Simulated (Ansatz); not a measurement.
Calculated with Ansatz (gas phase, PBE0-D4/def2-TZVP geometries, no zero-point term in ΔE). CCSD(T)/CBS adds triple-zeta CCSD(T) − MP2 to the extrapolated MP2 energy (def2 sets, frozen cores). This one scheme is used for every species. DFT in def2-TZVPP. HSE06 is defined as in plane-wave codes. For Br outer-core shells are correlated without core-valence functions, which leaves a few kJ/mol of doubt a bond. Scalar relativity is left out up to krypton. Each species was taken in one conformer, which may not be the lowest.

Reaction (formal hydrolysis of a B–Br bond): `CB(N)Br` + H₂O → `CB(N)O` + HBr

`CB(N)Br`:

Z-matrix (Å, degrees):
```
C
B 1 1.561
H 1 1.094 2 110.5
H 1 1.093 2 112.9 3 -121.4
H 1 1.094 2 110.5 3 117.2
N 2 1.386 1 124.4 3 121.1
Br 2 1.953 1 119.0 3 -58.8
H 6 1.005 2 123.3 1 -180.0
H 6 1.006 2 122.1 1 0.0
```

H₂O:

Z-matrix (Å, degrees):
```
O
H 1 0.960
H 1 0.960 2 105.1
```

`CB(N)O`:

Z-matrix (Å, degrees):
```
C
B 1 1.579
H 1 1.095 2 110.9
H 1 1.092 2 113.4 3 120.9
H 1 1.095 2 110.9 3 -118.2
N 2 1.404 1 122.1 3 -120.8
O 2 1.379 1 121.6 3 59.2
H 6 1.005 2 122.2 1 180.0
H 6 1.002 2 123.1 1 -0.0
H 7 0.957 2 112.7 1 0.0
```

HBr:

Z-matrix (Å, degrees):
```
Br
H 1 1.420
```

| level | ΔE (kJ/mol) | difference from CCSD(T)/CBS |
| --- | --- | --- |
| PBE-D4 | -25.1 | -2.5 |
| BLYP-D4 | -31.2 | -8.6 |
| r2SCANh-D4 | -28.9 | -6.3 |
| r2SCAN0-D4 | -28.5 | -5.9 |
| HSE06-D4 | -25.0 | -2.4 |
| BHLYP-D4 | -32.6 | -10.0 |
| CAM-B3LYP-D4 | -37.6 | -15.0 |
| PBE-QIDH | -25.0 | -2.4 |
| PBE0 | -27.6 | -5.0 |
| r2SCANh | -29.5 | -6.9 |
| BHLYP | -37.6 | -15.0 |
| LC-ωPBE | -32.0 | -9.4 |
| HF/def2-TZVPP | -38.6 | -16.0 |
| MP2/def2-TZVPP | -20.7 | 1.9 |
| SCS-MP2/def2-TZVPP | -25.9 | -3.3 |
| CCSD/def2-TZVPP | -30.1 | -7.5 |
| CCSD(T)/CBS | -22.6 | 0 |

Largest T1 diagnostic among the species: 0.011.

Leaving LDA and LC-ωPBE aside and taking each functional with its dispersion term where it has one, the values, not all of them listed here, spread over 14.9 kJ/mol, from CAM-B3LYP-D4 to revPBE-D4. LDA lies −6.7 kJ/mol from PBE without D4. In def2-TZVPP, CCSD(T) changes the Hartree–Fock value by +10.7 kJ/mol (the triples alone add +2.2 kJ/mol) and MP2 by +17.8 kJ/mol.
